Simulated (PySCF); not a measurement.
Computed shifts of a molecule C3H6O, PBE0/pcSseg-1 in PySCF, GIAO, gas phase, equivalent atoms averaged, in ppm (number of nuclei): ¹³C: 167.2 (1), 87.0 (1), 23.2 (1). ¹H: 4.20 (1), 4.16 (2), 2.05 (3). References: ¹³C against TMS (σ = 186.3 ppm); ¹⁷O against H2O (σ = 334.2 ppm); ¹H against TMS (σ = 31.56 ppm), references at their B3LYP-D3(BJ)/def2-TZVP geometries, non-relativistic. The structure is a stationary point at PBE0-D3(BJ)/def2-SVP. Other conformers were not sampled.

Which molecule gave these data?
A. CC(C)=O
B. C=C(C)O
C. OC1CC1
D. C1COC1

B, C=C(C)O
